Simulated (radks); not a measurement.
Results of a calculation; reference values are marked as such.
Isoelectronic series with 26 electrons, all held in the configuration [Ar] 3d6 4s2, which need not be the ground one along the series. Level of theory: Dirac Kohn-Sham, BLYP, spin-unpolarised, spherical densities, point nucleus; open shells fill j = l - 1/2 first (a radial shooting solver on a logarithmic mesh with Libxc functionals). Total energies (hartree) and mean radii <r> (bohr):

| ion | E (hartree) | 4s1/2 | 3d5/2 |
|---|---|---|---|
| Fe | -1272.80858 | 2.989 | 1.146 |
| Cu3+ | -1651.31691 | 1.929 | 0.7824 |
| Ge6+ | -2083.81508 | 1.487 | 0.6185 |
| Br9+ | -2570.58253 | 1.224 | 0.5169 |
| Sr12+ | -3112.15563 | 1.045 | 0.4460 |
| Nb15+ | -3709.21178 | 0.9128 | 0.3931 |
| Ru18+ | -4362.54399 | 0.8111 | 0.3518 |
| Ag21+ | -5073.05623 | 0.7299 | 0.3187 |
| Sn24+ | -5841.76650 | 0.6634 | 0.2913 |
| I27+ | -6669.81403 | 0.6077 | 0.2684 |
| Ba30+ | -7558.4695 | 0.5604 | 0.2488 |
| Pr33+ | -8509.1479 | 0.5196 | 0.2320 |
| Sm36+ | -9523.4245 | 0.4840 | 0.2173 |
| Tb39+ | -10603.0535 | 0.4526 | 0.2043 |
| Er42+ | -11749.9913 | 0.4247 | 0.1928 |
| Lu45+ | -12966.4238 | 0.3997 | 0.1825 |
| W48+ | -14254.7998 | 0.3771 | 0.1733 |
| Ir51+ | -15617.8714 | 0.3567 | 0.1649 |
